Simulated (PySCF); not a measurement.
BP86 on Ir⁻ (iridium, charge -1), [Xe] 4f14 5d8 6s2, high-spin 3F determinant. Calculation: PySCF 2.14, in def2-TZVPPD with the def2 core potential (60 electrons) (6s5p3d2f1g, 59 functions); a scalar-relativistic core potential.

```
cycle= 1 E= -104.433920488863  delta_E= -0.0158  |g|= 0.0781  |ddm|= 0.64
cycle= 2 E= -104.427477728275  delta_E= 0.00644  |g|= 0.143  |ddm|= 0.293
cycle= 3 E= -104.436754217824  delta_E= -0.00928  |g|= 0.00161  |ddm|= 0.184
cycle= 4 E= -104.436755992002  delta_E= -1.77e-06  |g|= 0.000474  |ddm|= 0.00527
cycle= 5 E= -104.436756129768  delta_E= -1.38e-07  |g|= 4.25e-05  |ddm|= 0.00114
cycle= 6 E= -104.436756130873  delta_E= -1.11e-09  |g|= 4.29e-07  |ddm|= 9.21e-05
cycle= 7 E= -104.436756130875  delta_E= -1.85e-12  |g|= 3.58e-08  |ddm|= 1.23e-06
converged SCF energy = -104.436756130875  <S^2> = 2.0050128  2S+1 = 3.00334
```

Highest occupied orbital energy: 1.849 eV; ⟨L²⟩ = 12.02; populations by l: s 4.00, p 6.00, d 8.00, f 0.00.

Question: Can this result be used?

Answer: With care. The calculation finished and met its thresholds. Energies and moments cover only the electrons outside the core potential. Spin-orbit coupling, absent here, splits the open shell strongly. At BP86 the highest occupied level has a positive energy, so only the finite basis holds that electron; in a semilocal or global hybrid functional this comes from self-interaction and does not mean that the real anion is unbound.
